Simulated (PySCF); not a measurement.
H5NbO4S, SMILES [SH][Nb]([OH])([OH])([OH])[OH], multiplicity 1. Geometry optimised at PBE0-D3(BJ)/def2-SVP. The spin state was assumed, not searched. The def2 effective core potentials stand for the cores of Nb; spin–orbit coupling is left out. Other conformers were not sampled.

Q: Give the equilibrium geometry at PBE0-D3(BJ)/def2-SVP (PySCF confirms it by a frequency run) as Cartesian coordinates in Å. (Estimate from the structure and the level; the computed values follow.)

A: This is not unique; one that fits is 
```xyz
11

Nb     0.1560    -0.2238    -0.1561
O      1.5078     1.0809    -0.2848
H      1.7673     1.9942    -0.1505
O      1.2631    -1.4881     0.7112
H      2.2038    -1.3427     0.8623
O     -0.0225    -0.4258    -2.0293
H     -0.7551    -0.9154    -2.4206
O     -1.4536    -1.1302     0.2214
H     -2.2938    -1.0281     0.6772
S     -1.0913     1.4792     1.0871
H     -0.2161     2.5061     1.0899
```
